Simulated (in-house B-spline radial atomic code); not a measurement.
A fraction x of an electron is added to 2p in B, starting from [He] 2s2 2p1 and keeping the highest spin. Computed with an all-electron radial atomic-structure program (B-spline basis): non-relativistic M06-2X, spin-polarised, spherical fractional occupations, point nucleus.

Caution: exact exchange at fractional occupations of open shells leaves self-interaction of up to several eV.

```tsv
x	E(x) - E(0) (eV)	2p up level (eV)
0	0.0000	-3.273
0.1	-0.2964	-2.658
0.2	?	?
0.3	-0.7102	-1.499
0.4	?	?
0.5	-0.9054	-0.481
```

Task: What belongs in the row x = 0.2?

Result: An energy change of -0.5323 eV; 2p up at -2.064 eV.

Task: What belongs in the row x = 0.4?

Result: An energy change of -0.8333 eV; 2p up at -0.969 eV.
